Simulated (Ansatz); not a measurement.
F, doublet. Base run: PBE/aug-cc-pVDZ run with Ansatz (a quantum-chemistry and plane-wave program).

Ansatz was given this input:
Ansatz 0.2 input:
```yaml
crystal:
  periodic: [false, false, false]
  atoms:
    - {symbol: F, position_ang: [0.00000000, 0.00000000, 0.00000000]}
basis:
  gaussian:
    orbitals: aug-cc-pVDZ
hamiltonian:
  xc: pbe
magnetization: {spin_polarized: true, initial_magnetization: 1}
```

Variants of this job, named by their change:

```json
[
 {"change": "base", "ΔE vs base (mEh)": "0.000"},
 {"change": "lower_state_search = off", "ΔE vs base (mEh)": "0.000"},
 {"change": "final_grid = 6, 12, 29", "ΔE vs base (mEh)": "-0.002"},
 {"change": "accuracy = high", "ΔE vs base (mEh)": "0.000"},
 {"change": "lower_state_search = full", "ΔE vs base (mEh)": "0.000"},
 {"change": "fitting.mean_field = def2-universal-JKFIT", "ΔE vs base (mEh)": "-0.019"},
 {"change": "final_grid = 4, 8, 17", "ΔE vs base (mEh)": "-0.126"},
 {"change": "point_charge = charge:0.5 position_ang:0.7622, 0.82, 2.7833", "ΔE vs base (mEh)": "-1.431"},
 {"change": "point_charge = charge:-1.0 position_ang:1.0709, 0.5745, -2.7428", "ΔE vs base (mEh)": "-5.391"},
 {"change": "lower_state_search = light", "ΔE vs base (mEh)": "0.000"},
 {"change": "final_grid = 10, 20, 41", "ΔE vs base (mEh)": "0.000"}
]
```
